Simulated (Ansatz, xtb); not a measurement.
**Relative energy of two isomers of H6InNSi**

Structure a is `N[SiH2][InH2]`, a singlet and structure b is `[NH2][InH][SiH3]`, a singlet. Both are isolated molecules in the gas phase, relaxed with PBE0-D3(BJ)/def2-SVP; the shapes shown needn't be the lowest conformers.

a (Å):

```xyz
9

In    0.4684   -1.8193   -0.2085
N     1.5189    0.0175    2.6252
Si    2.1469   -0.2966    1.0306
H     1.1733   -0.7633    3.1724
H     2.0031    0.6777    3.2256
H     2.2929    1.0267    0.3437
H     3.5213   -0.9189    0.9731
H     0.3796   -1.9112   -1.9427
H    -0.6409   -2.8170    0.6933
```

b (Å):

```xyz
9

In   -0.6950   -1.0069    0.5905
N     0.8008   -0.6890    1.9100
Si   -0.0470   -0.8976   -1.8947
H     1.7615   -0.4963    1.6514
H     0.6909   -0.7020    2.9176
H    -2.2277   -1.3134    1.3262
H     1.4108   -0.6084   -2.0743
H    -0.8180    0.1748   -2.6008
H    -0.3461   -2.1934   -2.5834
```

Quicker runs give these differences E(b) − E(a): GFN2-xTB +0.274 eV; HF/STO-3G −0.712 eV (at GFN2-xTB geometries); r2SCAN-D4/def2-SVP +0.012 eV (at GFN2-xTB geometries).

Question: Estimate E(b) − E(a) at the level CCSD(T)/def2-TZVP.

Answer: Too close to call at this level: CCSD(T)/def2-TZVP gives E(b) − E(a) = +0.022 eV.

How the difference moves with the method:

```json
{"level": "GFN2-xTB", "geometry": "GFN2-xTB", "E(b) − E(a) (eV)": "+0.274", "departure from the last row (eV)": "+0.252", "job, with rough time for the two": "optimisation, 0.21 s"}
{"level": "HF/STO-3G", "geometry": "GFN2-xTB", "E(b) − E(a) (eV)": "−0.712", "departure from the last row (eV)": "−0.734", "job, with rough time for the two": "single point, 0.7 s"}
{"level": "r2SCAN-D4/def2-SVP", "geometry": "GFN2-xTB", "E(b) − E(a) (eV)": "+0.012", "departure from the last row (eV)": "−0.009", "job, with rough time for the two": "single point, 3.3 s"}
{"level": "PBE0-D3(BJ)/def2-SVP", "geometry": "PBE0-D3(BJ)/def2-SVP", "E(b) − E(a) (eV)": "+0.102", "departure from the last row (eV)": "+0.081", "job, with rough time for the two": "optimisation, 58 s"}
{"level": "HF/def2-TZVP", "geometry": "PBE0-D3(BJ)/def2-SVP", "E(b) − E(a) (eV)": "+0.205", "departure from the last row (eV)": "+0.183", "job, with rough time for the two": "part of the CCSD(T) run"}
{"level": "MP2/def2-TZVP", "geometry": "PBE0-D3(BJ)/def2-SVP", "E(b) − E(a) (eV)": "+0.015", "departure from the last row (eV)": "−0.006", "job, with rough time for the two": "part of the CCSD(T) run"}
{"level": "CCSD(T)/def2-TZVP", "geometry": "PBE0-D3(BJ)/def2-SVP", "E(b) − E(a) (eV)": "+0.022", "departure from the last row (eV)": "", "job, with rough time for the two": "single point, 76 s"}
```

As drawn, b has 1 In–N, 1 Si–H in place of 1 N–Si, 1 In–H.

The largest departure from CCSD(T)/def2-TZVP is that of HF/STO-3G, 0.734 eV.

With harmonic frequencies from PBE0-D3(BJ)/def2-SVP (ideal gas, rigid rotor, one conformer each, 298.15 K, 1 atm): on the last row, ΔE + ΔZPE = +0.036 eV. A mode under 50 cm⁻¹ makes harmonic enthalpies and free energies unreliable, so none is given.

The correlated steps freeze 10 core orbitals; the filled d shell of In is correlated, in a basis made for valence electrons. Atoms past krypton carry core potentials in the def2 sets, other sets are all-electron and non-relativistic, and no spin–orbit term is included. Programs: Ansatz 0.2.0, xtb 6.7.1; the last row on 2 threads of Arm Neoverse V2 on a shared host.
